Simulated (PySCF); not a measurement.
Working out the ionisation energy of Sn⁺

Sn⁺ [Kr] 4d10 5s2 5p1 (2P) → Sn²⁺ [Kr] 4d10 5s2 (1S). Calculation: PySCF 2.14, in aug-cc-pwCVTZ-DK3 (10s9p7d4f1g, 109 functions); the spin-free X2C one-electron Hamiltonian (Gaussian nucleus). Frozen: [Kr] 4d10. Energies in hartree (1 hartree = 27.21139 eV):

```
            part   Sn⁺ (lower)  Sn²⁺ (upper)
             UHF  -6173.287229  -6172.781870
CCSD correlation     -0.044650     -0.034543
             (T)     -0.000699      0.000000
```

Task: What does Hartree-Fock give?

Result: (-6172.781870) − (-6173.287229) = 0.505359 hartree = 13.752 eV.

Task: What do CCSD and CCSD(T) give?

Result: The CCSD correlation energies differ by 0.010107 hartree = 0.275 eV and the triples by 0.000699 hartree = 0.019 eV, so CCSD gives 14.027 eV and CCSD(T) 14.046 eV.

Measured between the centres of the two terms (NIST): 14.282 eV, so CCSD(T) (valence) is off by -0.236 eV.

What remains against the reference includes basis incompleteness, the frozen core and higher excitations.
